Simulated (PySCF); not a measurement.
**Basis-set dependence of SrS at CCSD(T)**

PySCF, RHF reference; singlet, unpaired electrons none; De to Sr + S without counterpoise correction. Frozen cores follow the default of each basis and core potential.

```csv
basis,relativity,functions,Re (Å),ωe (cm⁻¹),De (eV),frozen orbitals
def2-SVP,scalar-relativistic core potentials,41,2.529,349,2.52,5
def2-SVPD,scalar-relativistic core potentials,53,2.537,350,2.87,5
x2c-TZVPPall,spin-free X2C,121,2.451,383,3.14,14
```

Problem. How does each smaller set differ from the one with most functions, x2c-TZVPPall?

Solution. def2-SVP: +7.8 pm, -8.9 % in ωe, -0.62 eV in De; def2-SVPD: +8.6 pm, -8.6 % in ωe, -0.27 eV in De. All at CCSD(T); the set with most functions is neither the basis-set limit nor always the best. The rows treat relativity differently, so the differences are not basis effects alone.

Measured (Huber and Herzberg, Constants of Diatomic Molecules (1979)): Re = 2.4405 Å, ωe = 388.38 cm⁻¹. Correlated steps freeze the inner cores (5 to 14 orbitals); shallow outer-core shells are correlated. Correlated levels converge slowly with the basis: in double zeta they bind strong bonds too weakly, by up to about 1 eV, and carry superposition errors of some tenths. Where the molecule has an RHF reference, its open-shell atoms are computed with UHF. The CCSD T1 diagnostic is raised in SrS, a sign that a single reference may not be enough there.
